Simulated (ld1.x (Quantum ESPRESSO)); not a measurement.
## platinum (Pt): excitation energies, all-electron against TM

- Element: Pt
- Generator: ld1.x (Quantum ESPRESSO) 7.5
- Type: norm-conserving Troullier–Martins (Kleinman–Bylander form)
- Functional: LDA (PZ)
- Relativity: scalar-relativistic
- Frozen core: [Xe] 4f14
- Valence charge: 10
- Reference configuration: 5d7 6s0 6p0 (charge +3)
- Partial waves: 6s (bound, empty): rc 2.15 bohr; 6p (bound, empty): rc 2.40 bohr; 5d (bound): rc 2.10 bohr
- Local potential: all-electron potential smoothed inside 1.95 bohr (lloc = -1)
- Core correction: none

Energies are relative to the spin-unpolarised reference configuration 5d7 6s0 6p0; without spin polarisation the order of configurations can differ from experiment. Spin-polarised rows fill each open shell by Hund’s rule, majority spin first.

```json
{"valence configuration": "5d9 6s1 6p0", "charge": "0", "ΔE all-electron (eV)": "-62.315", "error AE − PS (meV)": "+5.6"}
{"valence configuration": "5d9 6s0 6p0", "charge": "+1", "ΔE all-electron (eV)": "-52.771", "error AE − PS (meV)": "-49"}
{"valence configuration": "5d8 6s0 6p0", "charge": "+2", "ΔE all-electron (eV)": "-32.512", "error AE − PS (meV)": "-15"}
{"valence configuration": "5d9 6s0.5 6p0", "charge": "+0.5", "ΔE all-electron (eV)": "-58.455", "error AE − PS (meV)": "-19"}
{"valence configuration": "5d6 6s0 6p0", "charge": "+4", "ΔE all-electron (eV)": "45.948", "error AE − PS (meV)": "-46"}
{"valence configuration": "5d7 6s0 6p0 (spin-polarised)", "charge": "+3", "ΔE all-electron (eV)": "-1.387", "error AE − PS (meV)": "+1069"}
{"valence configuration": "5d9 6s1 6p0 (spin-polarised)", "charge": "0", "ΔE all-electron (eV)": "-62.695", "error AE − PS (meV)": "+111"}
```

(1) What are ΔE and the potential's error for 5d8 6s2 6p0?

(2) What are ΔE and the potential's error for 5d9.5 6s0.5 6p0?

Levels in the configuration 5d9 6s1 6p0 (spin-polarised):

| level | all-electron (eV) | pseudo (eV) |
| --- | --- | --- |
| 5d up | -6.687 | -6.813 |
| 6s up | -6.299 | -6.359 |
| 5d down | -5.943 | -5.701 |

Note: ghost states, extra bound levels that the all-electron valence spectrum of the same l lacks: s at -59.4 eV, p at -12.7 eV. A true bound ghost makes a file unfit for plane-wave use.

Answers

(1) ΔE = -61.385 eV all-electron; the error (AE − PS) is +78 meV.

(2) ΔE = -62.401 eV all-electron; the error (AE − PS) is -34 meV.
